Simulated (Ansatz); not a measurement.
Question: Name a neutral molecule of B, N, O, Si and H with HOMO energy (PBE0/def2-TZVPP) between -8.05 and -7.75 eV and LUMO energy (PBE0/def2-TZVPP) between -0.70 and -0.40 eV (Ansatz, PBE0-D4/def2-TZVP geometry).

Answer: `BO[SiH](N)[SiH3]` (-7.75 eV, -0.54 eV); `BO[SiH2]N` (-8.00 eV, -0.45 eV). Other molecules can fit too; these were computed, each in one conformer that needn't be the lowest.
